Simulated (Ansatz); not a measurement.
Geometry optimisation, RKS PBE0-D4/def2-SVP in Ansatz.

input.yaml

```yaml
crystal:
  periodic: [false, false, false]
  atoms:
    - { symbol: Si, position_ang: [-0.496174, -0.127452, -0.440307] }
    - { symbol: H, position_ang: [-0.03816, 0.377721, 2.144779] }
    - { symbol: F, position_ang: [0.927958, 0.052928, 0.293515] }
    - { symbol: F, position_ang: [-0.566019, 1.04513, -1.541792] }
    - { symbol: F, position_ang: [-0.387621, -1.524091, -1.234153] }
    - { symbol: Si, position_ang: [-2.375809, -0.067777, 0.798703] }
    - { symbol: H, position_ang: [-3.48331, -0.36537, -0.167564] }
    - { symbol: H, position_ang: [-2.371812, -1.101254, 1.873952] }
    - { symbol: H, position_ang: [-2.57309, 1.301247, 1.363544] }
    - { symbol: H, position_ang: [-0.532662, 0.408918, 2.666824] }
basis:
  gaussian: { orbitals: def2-SVP }
hamiltonian:
  xc: pbe0
  dispersion: d4
relax:
  f_tol: 0.03
  max_steps: 50
```

Run as:

```bash
$ ansatz run input.yaml --threads 2 --pin off --max-ram 3072MiB --backend cpu --events-out ev --progress --plain --runs-dir out
```

Problem. Where does it end, and by what steps?

Solution. The run converged. After 7 steps the energy has fallen by 0.204 eV; H10 moved furthest, 0.66 Å.

| step | energy less start (eV) | largest force component (eV/Å) | accepted |
| --- | --- | --- | --- |
| 0 | 0.0000 | 1.347 | yes |
| 1 | -0.1556 | 0.257 | yes |
| 2 | -0.1904 | 0.212 | yes |
| 3 | -0.1816 | 0.311 | no |
| 4 | -0.1994 | 0.084 | yes |
| 5 | -0.2027 | 0.088 | yes |
| 6 | -0.2031 | 0.042 | yes |
| 7 | -0.2037 | 0.005 | yes |

```xyz
10
Properties=species:S:1:pos:R:3
Si -0.551 -0.155 -0.625
H 0.178 0.465 2.605
F 0.784 0.070 0.248
F -0.555 0.981 -1.761
F -0.378 -1.567 -1.373
Si -2.485 -0.096 0.664
H -3.645 -0.344 -0.240
H -2.405 -1.162 1.703
H -2.604 1.248 1.298
H -0.234 0.561 3.238
```

Whether the end is a true minimum wasn't checked by a vibrational analysis.

Time of the run: 22 s on 2 threads of Intel(R) Xeon(R) Platinum 8259CL CPU @ 2.50GHz (Skylake/Cascade Lake) (shared host), peak memory 0.24 GiB.
